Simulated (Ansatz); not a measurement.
System: sum formula H$_{2}$PO, net charge 1, singlet state. It need not be the lowest isomer of its formula. 
Coordinates optimised at B3LYP-D3(BJ)/def2-TZVP (Ansatz, a quantum-chemistry and plane-wave program):
```
O
H 1 0.9792
P 1 1.5574 2 118.83
H 3 1.4279 1 94.54 2 -180.00
```
Charge +1, spin multiplicity 1.

Basis-set convergence of Hartree-Fock and CCSD(T) correlation energies (hartree) with Ansatz. Correlated levels leave the core frozen unless marked. No spin-orbit coupling. Non-relativistic.

The Hartree-Fock reference is unstable (checked in the largest basis), which strains HF and MP2. 

```csv
basis,functions,E(HF),"E(corr, CCSD(T))",rough core time
cc-pV(D+d)Z,47,-416.46214,-0.32453,under 20 s
cc-pV(T+d)Z,97,-416.51021,-0.40156,under 20 s
cc-pV(Q+d)Z,179,-416.51998,-0.42702,26 s
```

Extrapolating the two largest sets (X = 3 and 4) as X^-3: E(corr) = (64·(-0.42702) - 27·(-0.40156))/37 = -0.4456 Eh, an estimate of the basis-set limit. The largest set recovers 95.8 % of it, the smallest 72.8 %.
